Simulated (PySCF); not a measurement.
## Exercise with solution: entropy of an ideal gas

C2H4N, SMILES CC#[NH+], charge +1.

Geometry: PBE-D3(BJ)/def2-TZVP. The isomer is the one that the SMILES or the coordinates give; other isomers of the formula were not compared.

PBE-D3(BJ)/def2-TZVP (PySCF) gives the harmonic wavenumbers 384, 384, 523, 523, 935, 990, 990, 1332, 1367, 1367, 2317, 2962, 3044, 3044, 3605 cm⁻¹ and the rotational temperatures 7.4019, 0.4137, 0.4137 K. The molar mass is 42.06 g/mol, the symmetry number 3, the spin multiplicity 1.

Problem. Work out the entropy at 298.15 K and 1 atm in the rigid-rotor, harmonic-oscillator model.

Solution. 
Translation (Sackur–Tetrode at 1 atm): S = R[1.5 ln M + 2.5 ln T − 1.16487] = 155.4 J/(mol K).
Rotation: q = (√π/σ) T^1.5/√(θA θB θC) = 2700, S = R[ln q + 3/2] = 78.2 J/(mol K).
Vibration: with u = 1.4388 ν/T, each mode gives R[u/(e^u − 1) − ln(1 − e^−u)]:
```tsv
ν (cm⁻¹)	modes	u	S (J/(mol K))
384	2	1.85	8.56
523	2	2.52	5.05
935	1	4.51	0.51
990	2	4.78	0.81
1332	1	6.43	0.10
1367	2	6.60	0.17
```
The stiffer modes add less than 0.005 each. Sum 15.2 J/(mol K).
Spin: R ln 1 = 0.0 J/(mol K).
Total 248.8 J/(mol K); the program's own thermochemistry gives 248.7. Translation makes up 62 % and vibration 6 %. Anharmonicity, hindered rotation and orbital degeneracy are left out.
